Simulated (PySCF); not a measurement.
Ligands exchanged one at a time, B I-H. All species are isolated molecules in the gas phase. Strings in code marks are SMILES.

Computed with PySCF 2.14.0 with CAM-B3LYP-D3(BJ)/def2-TZVP. All candidates: neutral, multiplicity 1. Delta-SCF ions had no search for a lower state. 

```
Item                                       Value
--------------------------------------  --------
LUMO                                    -1.26 eV
vertical ionisation energy (Delta-SCF)   9.80 eV
HOMO                                    -8.86 eV
```

**Question.** Which member has these values?
A. `IB(I)I`
B. `B`
C. `IBI`
D. `BI`

**Answer.** C, `IBI`. The others give `BI`: -1.10 eV, 9.99 eV, -8.82 eV; `IB(I)I`: -1.44 eV, 9.42 eV, -8.60 eV; `B`: -0.88 eV, 13.19 eV, -11.46 eV
